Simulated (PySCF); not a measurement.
## A search over the determinants of InCl

Unrestricted PBE0; basis In cc-pVDZ-PP with ECP28, Cl cc-pV(D+d)Z; scalar-relativistic core potentials; PySCF 2.14. Outer shells of the fragments: In 4d10 5s2 5p1; Cl 3s2 3p5.

Followed along the bond (rough minima from three points):

```json
{"2Ms+1": "1", "unpaired": "none", "⟨S²⟩ at the start": "0.00", "R at minimum (Å)": "2.45", "Te (eV)": "0.00"}
{"2Ms+1": "3", "unpaired": "σ ↑, π ↑", "⟨S²⟩ at the start": "2.00", "R at minimum (Å)": "2.41", "Te (eV)": "3.44"}
```

Solutions found at the starting distance of 2.360 Å, counted from the lowest of them; the search is not exhaustive and high or unbound solutions are not listed, so other states can lie among these:

| 2Ms+1 | unpaired | term | E (eV) | ⟨S²⟩ | ⟨Lz²⟩ | μ (D) |
| --- | --- | --- | --- | --- | --- | --- |
| 1 | none | ¹Σ⁺ | 0.00 | 0.00 | 0.00 | -3.04 |
| 3 | σ ↑, π ↑ | ³Π | 3.41 | 2.00 | 1.00 | -2.37 |
| 1 | σ ↑, π ↓ | mixed | 3.91 | 1.01 | 1.00 | -1.90 |
| 3 | σ ↑↑ | ³Σ⁺ | 5.54 | 2.00 | 0.00 | -1.37 |
| 3 | π ↑↑ | mixed | 5.68 | 2.01 | 2.01 | 3.06 |
| 3 | π ↑↑ | mixed | 5.83 | 2.01 | 2.01 | 3.11 |

A term symbol is given only where ⟨S²⟩ and ⟨Lz²⟩ are close to those of a pure state; real π, δ and φ orbitals otherwise mix terms. A positive dipole means In(−)Cl(+).

Spin–orbit coupling is left out. Counting both spins, an empty level lies below a filled one in some of these solutions, because spin and occupation are held.
